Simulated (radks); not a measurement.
Task: Successive ionisation energies (eV) of one element, from differences of total energies of ions in their ground configurations, starting at charge 0: 6.773, 17.001, 29.270, 43.029, 58.521, 74.677, 91.793, 109.79, 176.96, 198.57, 220.69, 243.28, 271.44, 295.31, 352.12, 377.74, 668.63, 726.42, 785.85, 846.88, 909.49, 973.65. Calculated with a radial shooting solver on a logarithmic mesh with Libxc functionals: Dirac Kohn-Sham, exchange-only PBE, spin-unpolarised, spherical densities, finite nucleus; open shells fill j = l - 1/2 first; Fermi nuclear charge, rms radius 4.4809 fm. Which element is it?

Result: Ruthenium (Z = 44). The first species listed is Ru in [Kr] 4d7 5s1, the last Ru21+ in [Ar] 3d5.
